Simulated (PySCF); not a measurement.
C2H4BClO2Si, SMILES OB(O)C#C[SiH2]Cl. Geometry: PBE-D3(BJ)/def2-SVP. This is a generated structure with no PubChem entry under its InChIKey; it may be hypothetical. One conformer was computed; it need not be the lowest.

Question: Give the equilibrium geometry at PBE-D3(BJ)/def2-SVP (PySCF confirms it by a frequency run) as bond lengths and angles, and its point group. (Estimate from the structure and the level; the computed values follow.)

Answer: Several could match; the one computed here: point group Cs.
Atoms: Si1 Cl2 C3 C4 B5 O6 O7 H8 H9 H10 H11. Bond lengths (Å): Si1–Cl2 2.081, Si1–C3 1.831, Si1–H8 1.498, Si1–H9 1.498, C3–C4 1.237, C4–B5 1.552, B5–O6 1.367, B5–O7 1.367, O6–H10 0.972, O7–H11 0.973. Angles (°): Cl2–Si1–C3 109.9, Cl2–Si1–H8 108.6, Cl2–Si1–H9 108.6, C3–Si1–H8 109.5, C3–Si1–H9 109.5, H8–Si1–H9 110.9, Si1–C3–C4 179.8, C3–C4–B5 179.6, C4–B5–O6 121.6, C4–B5–O7 121.3, O6–B5–O7 117.1, B5–O6–H10 111.7, B5–O7–H11 111.8.
